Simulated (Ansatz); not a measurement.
C4H8Si can be A, `[SiH3]C1=CCC1`, or B, `C#CC(C)[SiH3]`.

Calculated with Ansatz (gas phase, PBE0-D4/def2-TZVP geometries, no zero-point term in ΔE). CBS: MP2 limit from def2 TZ/QZ plus the TZ coupled-cluster correction, frozen cores. DFT in def2-TZVPP. B3LYP here is the variant with VWN-RPA as its local correlation; programs differ in this.

(1) Which isomer does CCSD(T)/CBS put lower? Give the gap. (An estimate is asked.)

(2) Give E(B) − E(A) in kcal/mol with PBE-D4, r2SCAN-D4, CCSD(T)/def2-TZVPP, MP2/def2-TZVPP, B3LYP-D4, B2PLYP, LDA (SPW92). (Best estimate.)

(3) Does the order hold for the free energy at 298.15 K (harmonic terms from PBE0-D4)? (Estimate.)

Largest T1 diagnostic: 0.011.

## Answers

(1) Ansatz gave: A, by 5.3 kcal/mol.

(2) The calculation gave: PBE-D4 9.5, r2SCAN-D4 7.4, CCSD(T)/def2-TZVPP 5.4, MP2/def2-TZVPP 4.1, B3LYP-D4 5.0, B2PLYP 4.1, LDA (SPW92) 12.9. None reverses the order clearly.

(3) Ansatz gave: Yes: G(B) − G(A) = +3.3 kcal/mol.

At CCSD(T), def2-SVP lies +1.5 kcal/mol from the extrapolated value and def2-TZVPP +0.1 kcal/mol. Leaving LDA and LC-ωPBE aside and taking each functional with its dispersion term where it has one, the values, not all of them listed here, spread over 6.7 kcal/mol, from BLYP-D4 to HSE06-D4. LDA lies +3.4 kcal/mol from PBE without D4.
